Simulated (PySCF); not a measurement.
C2H5FSi2, SMILES C#C[Si@@H](F)[SiH3]. Atoms are numbered in the order given.

```xyz
10

C      2.0638     1.9242     0.2672
C      1.3410     1.0115    -0.0902
Si     0.1784    -0.3138    -0.5824
F      0.8053    -1.7566    -0.1408
Si    -1.8603    -0.0029     0.5371
H      2.7080     2.7268     0.5787
H      0.0451    -0.3195    -2.0634
H     -2.8256    -1.0825     0.1787
H     -1.6270    -0.0137     2.0096
H     -2.4306     1.3170     0.1361
```

Geometry: B3LYP-D3(BJ)/def2-SVP. The structure was generated by enumeration; whether it is a known compound was not checked.

Two levels are set side by side: PBE/pcSseg-1 (PySCF) and PBE0/pcSseg-1 (PySCF). GIAO shifts against CFCl3 (¹⁹F), TMS (²⁹Si), TMS (¹H), TMS (¹³C) at the same level; non-relativistic, no solvent, atoms listed together averaged. Differences are taken from unrounded values.

```json
[
 {"quantity": "δ(¹³C) of C1 (ppm)", "PBE": "108.5"},
 {"quantity": "δ(¹³C) of C2 (ppm)", "PBE": "87.9"},
 {"quantity": "δ(²⁹Si) of Si3 (ppm)", "PBE": "-6.4"},
 {"quantity": "δ(¹⁹F) of F4 (ppm)", "PBE": "-243.4"},
 {"quantity": "δ(²⁹Si) of Si5 (ppm)", "PBE": "-109.8"},
 {"quantity": "δ(¹H) of H6 (ppm)", "PBE": "3.04"},
 {"quantity": "δ(¹H) of H7 (ppm)", "PBE": "6.10"}
]
```

### Question
These are the PBE values. What does PBE0 give? (Estimate from the structure and the level; the computed values follow.)

### Answer

```tsv
quantity	PBE0	PBE minus PBE0
δ(¹³C) of C1 (ppm)	112.1	-3.6
δ(¹³C) of C2 (ppm)	88.0	-0.2
δ(²⁹Si) of Si3 (ppm)	-6.4	0.1
δ(¹⁹F) of F4 (ppm)	-222.9	-20.5
δ(²⁹Si) of Si5 (ppm)	-104.4	-5.4
δ(¹H) of H6 (ppm)	3.12	-0.08
δ(¹H) of H7 (ppm)	5.83	0.27
```

Rough cost on one machine, each run with all the roots and properties that it gave: PBE0 against PBE within a factor of 2.
